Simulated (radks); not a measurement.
Problem. The potassium anion K-, [Ar] 4s2, held by a Watson sphere: a shell of charge +1 at radius R that stands for the Madelung well of a crystal (potential energy -1/R inside, -1/r outside, in hartree with lengths in bohr). Method: non-relativistic Kohn-Sham, PBEsol, spin-unpolarised, spherical densities, point nucleus; computed with a radial shooting solver on a logarithmic mesh with Libxc functionals. Response by self-consistent Sternheimer equations with the Hartree and adiabatic LDA kernel. The sphere does not respond.

R (bohr)  e(3s) (eV)  e(3p) (eV)  e(4s) (eV)  <r> 4s (bohr)  sum of <r^2> (bohr^2)  X-ray form factor at sin(theta)/lambda = 0.3 1/angstrom  alpha (bohr^3)
2.34         -38.013     -21.912      -3.597          4.213                  60.41                                                   10.984           174.0
2.91         -36.474     -20.402      -3.528          4.319                  62.57                                                   10.977           187.3
3.18         -35.965     -19.892      -3.476          4.390                  63.96                                                   10.978           197.6
3.34         -35.715     -19.639      -3.439          4.438                  64.88                                                   10.978           204.8
3.99         -34.989     -18.900      -3.265          4.651                  69.13                                                   10.979           241.5
4.39         -34.702     -18.606      -3.146          4.790                  72.04                                                   10.978           269.2
4.67         -34.548     -18.448      -3.061          4.888                  74.16                                                   10.977           290.4
4.86         -34.460     -18.357      -3.003          4.954                  75.62                                                   10.977           305.7

Estimate the row for R = 3.26 bohr.

Solution. e(3s) (eV) -35.836; e(3p) (eV) -19.761; e(4s) (eV) -3.458; <r> 4s (bohr) 4.414; sum of <r^2> (bohr^2) 64.41; X-ray form factor at sin(theta)/lambda = 0.3 1/angstrom 10.978; alpha (bohr^3) 201.1.
